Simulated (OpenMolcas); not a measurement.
Se⁺: thermal populations, Slater's ratio, worked from levels

```json
{
  "Program": "OpenMolcas 26.06",
  "Basis": "ANO-RCC-VQZP [7s6p4d2f1g]",
  "Scalar Hamiltonian": "DKH2, point nucleus",
  "Active space": "5 electrons in 8 orbitals (4s 4p 5s 5p)",
  "State averaging": "2S+1 = 4 odd, 1 root; 2S+1 = 2 odd, 8 roots; 2S+1 = 4 even, 3 roots; 2S+1 = 2 even, 9 roots",
  "Spin-orbit coupling": "RASSI with atomic mean-field integrals over the reference wave functions, term energies averaged over their components"
}
```

Methods: CASSCF; SS-CASPT2, IPEA 0.25 Eh, imaginary shift 0.1 Eh (closed shells correlated: 3d). Measured levels: NIST Handbook of Basic Atomic Spectroscopic Data.

**Thermal populations.** Z = Σ (2J + 1) exp(-E/kT) with k = 0.695035 cm-1/K, over the levels below. No other level of either list lies under 90000 cm-1, which is above 7 kT at each temperature.

| Level | 2J + 1 | SS-CASPT2 | measured |
| --- | --- | --- | --- |
| 4s² 4p³ ⁴S°_3/2 | 4 | 0.0 | 0.0 |
| 4s² 4p³ ²D°_3/2 | 4 | 14000 | 13168 |
| 4s² 4p³ ²D°_5/2 | 6 | 14510 | 13784 |
| 4s² 4p³ ²P°_1/2 | 2 | 23770 | 23038 |
| 4s² 4p³ ²P°_3/2 | 4 | 24380 | 23895 |
| 4s 4p⁴ ⁴P_5/2 | 6 | 85380 | 83877 |
| 4s 4p⁴ ⁴P_3/2 | 4 | 86880 | 85580 |
| 4s 4p⁴ ⁴P_1/2 | 2 | 87650 | 86438 |

```csv
T (K),"Z, SS-CASPT2","Z, measured levels","Ground level (%), SS-CASPT2","Ground level (%), measured levels"
5000,4.169,4.211,95.9,95.0
8000,4.842,4.964,82.6,80.6
12000,6.131,6.329,65.2,63.2
```

At 12000 K, kT = 8340 cm-1, and the computed levels give Z = 4.000 + 0.747 + 1.053 + 0.116 + 0.215 + 0.000 + 0.000 + 0.000 = 6.131.

**Slater's ratio.** With one set of orbitals, p3 has ²D° - ⁴S° = 9 F2 and ²P° - ²D° = 6 F2 (F2 = F²/25), a ratio of 2/3. Term energies are centres of gravity, weighted by 2J + 1.

| Source | ²D° - ⁴S° | ²P° - ⁴S° | F2 from the first | Ratio |
| --- | --- | --- | --- | --- |
| CASSCF | 17233 | 24762 | 1915 | 0.437 |
| SS-CASPT2 | 14304 | 24177 | 1589 | 0.690 |
| measured | 13538 | 23609 | 1504 | 0.744 |

Energies in cm-1. A ratio away from 2/3 shows effects beyond one configuration with one set of orbitals, and in heavier atoms second-order spin-orbit shifts. In CASSCF the valence s occupation is 1.96 in ²P° against 2.00 in ²D°: mixing out of s² acts most on ²P° and pulls it down.

Term energies are means over components that CASPT2 splits; among the terms shown or strongly mixed into the levels shown the widest spread is 100 cm-1 (4s² 4p³ ²D°, SS-CASPT2). Over all roots computed the reference weight is 0.84 to 0.96 in SS-CASPT2; the roots of lowest weight are the least certain, and an intruder state may touch them. Active for correlation alone: 5p 5s; no level in the range computed is led by a configuration that fills them, so any true level of that kind is missing. Terms of s pⁿ other than that of highest spin mix with s² pⁿ⁻² d, which this space lacks; all of them can be thousands of cm-1 off, and some have no real level of that name. Without dynamic correlation excited terms often stand tens of per cent too high (terms of higher spin than the ground term too low), and those without a measured partner can miss by more than the paired ones (holds for CASSCF). Computed and measured levels are paired by configuration, term and J; levels that our copy of the source lacks, or whose pairing is in doubt (as where it misses far off the trend of its configuration), stay unpaired and out of the deviations. Levels of configurations outside the active space are missing.

° marks odd parity.
